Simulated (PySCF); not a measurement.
## Adding and removing an electron: BiPb

ROHF-MP2; basis Bi cc-pVDZ-PP with ECP60, Pb cc-pVDZ-PP with ECP60; scalar-relativistic core potentials; PySCF 2.14. Neutral (ROHF): doublet (π ↑), Re = 2.801 Å, ωe = 163 cm⁻¹, De = 1.41 eV.

BiPb⁺ (UHF): triplet (π ↑↑), Re = 2.933 Å, ωe = 149 cm⁻¹. The energies at the minima are -405.59704 hartree for BiPb and -405.34500 for BiPb⁺.

Q: Work out the adiabatic ionisation energy, without and with harmonic zero-point energies (1 hartree = 27.2114 eV, 1 eV = 8065.5 cm⁻¹), and the change of the bond length.

A: At MP2: 0.25204 hartree = 6.858 eV between the minima; the zero-point term (149.0 − 163.0)/2 cm⁻¹ = -0.001 eV makes it 6.857 eV. Re changes by +13.2 pm against the neutral. The electron leaves a π orbital, and the longer bond of the ion fits a bonding orbital, or a change in how ionic the bond is.

Correlated steps freeze 8 core orbitals. UHF and ROHF references stand side by side, which adds small steps between rows. Correlated levels converge slowly with the basis: in double zeta they bind strong bonds too weakly, by up to about 1 eV, and carry superposition errors of some tenths. These are scalar-relativistic numbers at best; spin–orbit coupling would shift them, the dissociation energy most. States were picked by a PBE0 search and need not be the measured ground states.

Neutral and ion stand on different kinds of reference determinant, which adds to the error of the difference.
